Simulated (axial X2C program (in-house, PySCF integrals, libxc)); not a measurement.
# CuF: computed against measured constants

Computed with an in-house all-electron X2C program for linear molecules (integrals from PySCF). Spin-free means the one-electron spin-free X2C Hamiltonian; two-component (2c) means X2C with spin–orbit coupling and atomic mean-field two-electron Coulomb and Gaunt terms, so the difference of the two also holds small scalar two-electron terms. Basis: Cu dyall-v3z [9s9p6d3f2g], F dyall-v3z [6s5p2d1f] (cores contracted in-house); Gaussian nuclei, density fitting, unrestricted open shells. Masses: Cu 62.930 u, F 18.998 u.

```
Hamiltonian   level  Re (Å)  ωe (cm⁻¹)  ωexe (cm⁻¹)  De (eV)
  spin-free    PBE0   1.741      624.6         3.69     4.03
  spin-free      HF   1.804      572.9         3.15     2.31
  spin-free     MP2   1.720      639.2         3.27     4.48
  spin-free    TPSS   1.733      637.6         3.99     4.36
  spin-free  r2SCAN   1.721      653.7         3.91     4.34
         2c    PBE0   1.742      624.3         3.69     4.03
         2c      HF   1.804      572.6         3.15     2.30
         2c     MP2   1.721      638.6         3.26     4.47
         2c    TPSS   1.734      637.3         3.99     4.36
         2c  r2SCAN   1.722      653.3          3.9     4.33
```

De refers to Cu + F.

Correlated methods: 18 electrons correlated (number of frozen shells: Cu 3 s, 2 p; F 1 s), 228 virtual spin orbitals or spinors in MP2.

Measured (Huber and Herzberg, Constants of Diatomic Molecules, 1979; state 1Σ+): Re (Å) 1.74493, ωe (cm⁻¹) 622.65, ωexe (cm⁻¹) 3.95.

**Question.** Work out the error of each level, computed minus measured.

**Answer.** 

| Hamiltonian | level | Re (Å) | ωe (cm⁻¹) | ωexe (cm⁻¹) |
| --- | --- | --- | --- | --- |
| spin-free | PBE0 | -0.004 | 2.0 | -0.26 |
| spin-free | HF | 0.059 | -49.8 | -0.80 |
| spin-free | MP2 | -0.025 | 16.6 | -0.68 |
| spin-free | TPSS | -0.012 | 15.0 | 0.04 |
| spin-free | r2SCAN | -0.024 | 31.1 | -0.04 |
| 2c | PBE0 | -0.003 | 1.6 | -0.26 |
| 2c | HF | 0.059 | -50.0 | -0.80 |
| 2c | MP2 | -0.024 | 16.0 | -0.69 |
| 2c | TPSS | -0.011 | 14.6 | 0.04 |
| 2c | r2SCAN | -0.023 | 30.6 | -0.05 |

The state is one determinant whose occupation by symmetry is held fixed; it was picked as the lowest of a PBE0 search that is not exhaustive. The closed shell is kept restricted, so the energy runs too high when the bond is stretched far. De is counted from the lowest determinant-based energies of the atoms at the same level, without counterpoise correction. In 2c an atomic determinant is not the ground J level, so De misses part of the atomic spin–orbit lowering. This holds for PBE0, TPSS, r2SCAN. Without a current term, density functionals place determinants with orbital angular momentum somewhat too high.
